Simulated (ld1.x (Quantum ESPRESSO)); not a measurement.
# Configuration tests for germanium (TM)

Ge (Z = 32), norm-conserving Troullier–Martins (Kleinman–Bylander form), made with ld1.x (Quantum ESPRESSO) 7.5 (PBEsol, fully relativistic). Core [Ar] 3d10, reference 4s2 4p2. Waves: 4s (bound): rc 1.90 bohr; 4p (bound): rc 2.20 bohr; 4d channel at 0.3 Ry: rc 1.75 bohr. Local part: the d channel. Core correction: none.

Open shells are filled in proportion to 2j + 1 (rel_dist='average').

Energies are relative to the spin-unpolarised reference configuration 4s2 4p2; without spin polarisation the order of configurations can differ from experiment. Not all tests gave a result: 2 of 7 tests not solved or not reliable. Left out of the table: 4s2 4p0 (solver errors, printed error -21.3 eV); 4s1 4p0 (pseudo-atom not self-consistent, printed error +2.8 eV). The d channel is local and has no spin–orbit splitting in the pseudo-atom.

```json
{"valence configuration": "4s2 4p1.5", "charge": "+0.5", "ΔE all-electron (eV)": "2.806", "error AE − PS (meV)": "+0.1"}
{"valence configuration": "4s2 4p2.3", "charge": "-0.3", "ΔE all-electron (eV)": "-0.884", "error AE − PS (meV)": "0.0"}
{"valence configuration": "4s1 4p3", "charge": "0", "ΔE all-electron (eV)": "7.978", "error AE − PS (meV)": "+8.5"}
```

Q: What are ΔE and the potential's error for 4s0 4p4?

A: ΔE = 16.205 eV all-electron; the error (AE − PS) is +32 meV.

Q: What are ΔE and the potential's error for 4s2 4p1?

A: ΔE = 7.455 eV all-electron; the error (AE − PS) is -1.0 meV.

ld1.x printed “convergence not achieved” for 4 of the counted tests; their residual had stalled under 1e-8, short of the target of 1e-14.

Note: ghost states, extra bound levels that the all-electron valence spectrum of the same l lacks: s at -816.4 eV, p1/2 at -303.4 eV, p3/2 at -303.1 eV. A true bound ghost makes a file unfit for plane-wave use.
